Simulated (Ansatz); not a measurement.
This singlet lies 1.80 eV below the relaxed triplet at the level frozen-core CCSD(T)/aug-cc-pVTZ // B3LYP-D3(BJ)/def2-SVPD (Ansatz, a quantum-chemistry and plane-wave program).

Cartesian coordinates (Å):
SMILES: Cl[B-]F
```xyz
3

F     -1.1908    -0.3602     0.0000
B     -0.3418     0.6793     0.0000
Cl     1.5326    -0.3192     0.0000
```
Charge -1, spin multiplicity 1.

The numbers are results of frozen-core CCSD(T)/aug-cc-pVTZ // B3LYP-D3(BJ)/def2-SVPD run with Ansatz, not measurements. The restricted HF reference is unstable towards unrestricted orbitals.

```json
{
  "HF energy": "-583.73732 Ha",
  "MP2 correlation energy": "-0.55385 Ha"
}
```

**Question.** Estimate the CCSD correlation energy, the (T) correction, the total energy and the T1 diagnostic.

**Answer.** 
```json
{
 "CCSD correlation energy": "-0.57536 Ha",
 "(T) correction": "-0.02417 Ha",
 "CCSD(T) total energy": "-584.33685 Ha",
 "T1 diagnostic": "0.014"
}
```
